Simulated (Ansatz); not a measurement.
The cluster Te4As⁺. Total charge 1; singlet. Geometry PBE-D4/def2-SVP; atoms count from 1.

Cartesian coordinates in Å:
```
As -0.517 0.254 1.191
Te 2.060 0.738 0.371
Te -1.800 -0.865 -0.966
Te 1.168 -1.812 0.525
Te -0.910 1.685 -1.120
```

In the def2 sets Te takes a core potential; there is no spin–orbit coupling. The restricted singlet is unstable towards broken spin symmetry in Hartree–Fock (as tested in another run); at PBE0-D4/def2-TZVP this wasn't settled. Another isomer (singlet) lies 0.62 eV lower at PBE0-D4/def2-TZVP; other spin states weren't run for this one.

Q: Estimate the Mulliken populations from the PBE0/def2-TZVP orbitals of Ansatz.

A: 
```json
{"atom": "As1", "charge (e)": "0.23"}
{"atom": "Te2", "charge (e)": "0.19"}
{"atom": "Te3", "charge (e)": "0.19"}
{"atom": "Te4", "charge (e)": "0.19"}
{"atom": "Te5", "charge (e)": "0.19"}
```
Mulliken values and Mayer orders depend strongly on the basis.

Q: And the Mayer bond orders between bonded heavy atoms (over 0.3)?

A: As1–Te2 0.81 (2.75 Å); As1–Te3 0.81 (2.75 Å); As1–Te4 0.81 (2.75 Å); As1–Te5 0.81 (2.75 Å); Te2–Te4 1.26 (2.71 Å); Te3–Te5 1.26 (2.71 Å). Values over 0.3 also appear between atoms too far apart for a bond (Te2–Te3 0.33 at 4.39 Å; Te4–Te5 0.33 at 4.39 Å); they arise where an orbital or an unpaired electron spreads over both atoms.
